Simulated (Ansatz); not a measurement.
Reaction (redistribution): `CO[SiH2]S[SiH2]O` + `[NH]=[Nb]([NH2])([NH2])[Cl]` → `CO[SiH2]S[SiH2]Cl` + `[NH]=[Nb]([NH2])([NH2])[OH]`

Calculated with Ansatz (gas phase, PBE0-D4/def2-TZVP geometries, no zero-point term in ΔE). CCSD(T)/CBS is the MP2 limit (def2-TZVPP, def2-QZVPP) plus CCSD(T) − MP2 in def2-TZVPP, frozen cores. DFT in def2-TZVPP. B3LYP here is the variant with VWN-RPA as its local correlation; programs differ in this. def2 core potentials past Kr. For Nb outer-core shells are correlated without core-valence functions, which leaves a few kJ/mol of doubt a bond. Each species was taken in one conformer, which may not be the lowest.

| level | ΔE (kJ/mol) | difference from CCSD(T)/CBS |
| --- | --- | --- |
| PBE-D4 | 54.5 | -6.3 |
| r2SCAN-D4 | 60.8 | 0.0 |
| PBE0-D4 | 57.0 | -3.8 |
| B3LYP-D4 | 57.3 | -3.5 |
| ωB97X-V | 54.3 | -6.5 |
| ωB97M-V | 56.6 | -4.2 |
| B2PLYP | 63.4 | 2.6 |
| PBE | 55.2 | -5.6 |
| r2SCAN | 61.1 | 0.3 |
| PBE0 | 57.7 | -3.1 |
| B3LYP | 58.4 | -2.4 |
| HF/def2-TZVPP | 59.2 | -1.6 |
| MP2/def2-TZVPP | 71.0 | 10.2 |
| SCS-MP2/def2-TZVPP | 67.8 | 7.0 |
| CCSD/def2-TZVPP | 61.2 | 0.4 |
| CCSD(T)/def2-TZVPP | 63.7 | 2.9 |
| HF/def2-QZVPP | 59.4 | -1.4 |
| MP2/def2-QZVPP | 69.4 | 8.6 |
| SCS-MP2/def2-QZVPP | 66.4 | 5.6 |
| HF/CBS(def2) | 59.5 | -1.3 |
| MP2/CBS(def2) | 68.1 | 7.3 |
| CCSD/CBS(def2) | 58.4 | -2.4 |
| CCSD(T)/CBS | 60.8 | 0 |

Largest T1 diagnostic among the species: 0.020, so the coupled-cluster value is less sure than usual.

In def2-TZVPP, CCSD(T) changes the Hartree–Fock value by +4.5 kJ/mol (the triples alone add +2.5 kJ/mol) and MP2 by +11.8 kJ/mol.
